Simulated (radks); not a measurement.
Problem. The table gives one normalised radial function P(r) = r R(r) of Li+ in [He] (r in bohr). Calculated with a radial shooting solver on a logarithmic mesh with Libxc functionals: non-relativistic Kohn-Sham, BP86, spin-unpolarised, spherical densities, point nucleus.

r	P
0.03133	0.2665
0.03677	0.3076
0.0428	0.3517
0.05023	0.4036
0.05848	0.4583
0.06862	0.5218
0.07989	0.5873
0.09375	0.6613
0.1091	0.7355
0.1281	0.8161
0.1491	0.8930
0.175	0.9716
0.2037	1.0406
0.239	1.1031
0.2783	1.1483
0.3266	1.1763
0.3802	1.1799
0.4461	1.1559
0.5236	1.1011
0.6095	1.0207
0.7153	0.9092
0.8327	0.7834
0.9771	0.6386
1.138	0.4990
1.335	0.3611
1.554	0.2474
1.824	0.1527
2.123	0.0881

Which n and l does it have? It may be an empty orbital.

Solution. n = 1, l = 0: the number of nodes gives n - l - 1 = 0, the rise at small r (about r^(l+1)) gives l, and the extent must fit the shell. The curve is that of 1s. 1s: eigenvalue -60.561 eV, 0 radial nodes, <r> = 0.577 bohr, 90 % of the charge inside 1.05 bohr.
